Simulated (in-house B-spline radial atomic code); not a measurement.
The numbers below are computed, except where a source is named.
## Stopping of slow ions oscillates with Z: H to S at r_s = 4

A nucleus sits in a uniform electron gas with a rigid positive background. The Kohn-Sham equations are solved self-consistently in the spin-unpolarised LDA (PW92), non-relativistic, on B-splines with outgoing waves at the boundary and partial waves to l = 8. The model has no lattice, no bands and no magnetic solution. Atomic units; δ_l are the phase shifts at the Fermi level, counted so that each bound state adds π, and good to about 0.0005.

The density parameter is r_s = 4 bohr. The friction coefficient Q = n k_F σ_tr gives dE/dx = Q v for slow ions. Some elements are left out of the table, so an extreme may lie at one of them.

| ion | δ0/π | δ1/π | δ2/π | δ3/π | σ_tr (bohr²) | Q (a.u.) |
| --- | --- | --- | --- | --- | --- | --- |
| H | 0.507 | -0.004 | 0.001 | 0.000 | 54.55 | 0.0976 |
| He | 0.824 | 0.054 | 0.004 | -0.001 | 26.41 | 0.0473 |
| Li | 1.110 | 0.139 | -0.004 | -0.001 | 20.96 | 0.0375 |
| Be | 1.365 | 0.232 | -0.011 | -0.001 | 61.44 | 0.1100 |
| B | 1.507 | 0.361 | -0.017 | -0.001 | 104.88 | 0.1877 |
| C | 1.575 | 0.508 | -0.019 | -0.001 | 111.31 | 0.1992 |
| N | 1.614 | 0.658 | -0.018 | 0.000 | 80.55 | 0.1442 |
| O | 1.656 | 0.799 | -0.012 | 0.001 | 44.81 | 0.0802 |
| F | 1.747 | 0.914 | 0.001 | 0.001 | 21.54 | 0.0385 |
| Ne | 1.920 | 1.010 | 0.010 | 0.000 | 4.43 | 0.0079 |
| Mg | 2.317 | 1.221 | 0.005 | -0.001 | 47.78 | 0.0855 |
| Al | 2.435 | 1.359 | -0.002 | -0.001 | 92.62 | 0.1658 |
| Si | 2.509 | 1.507 | -0.006 | 0.000 | 109.06 | 0.1952 |
| P | 2.565 | 1.650 | -0.004 | 0.001 | 89.36 | 0.1599 |
| S | 2.630 | 1.776 | 0.006 | 0.002 | 58.37 | 0.1045 |

Problem. Where are the largest and smallest frictions, and what do the phase shifts say there?

Solution. Largest: C, Q = 0.1992; smallest: Ne, Q = 0.0079, a ratio of 25.2. For the largest δ1/π = 0.51: the p resonance is about half filled and sits at the Fermi level, where it scatters most. For the smallest the differences δ_l − δ_(l+1), measured from the nearest multiple of π, are 0.09π, 0.00π, 0.01π; σ_tr grows with the sines of these.

Problem. At equal speed, Lindhard and Scharff's formula, with silicon as an example target, scales as Z^(7/6)/(Z^(2/3) + 14^(2/3))^(3/2). How does its rise from the first ion to the last compare?

Solution. It rises smoothly by 0.5991/0.0563 = 10.64, while Q changes by 0.104/0.098 = 1.07. The statistical formula averages over shells, so it can't show the oscillation.
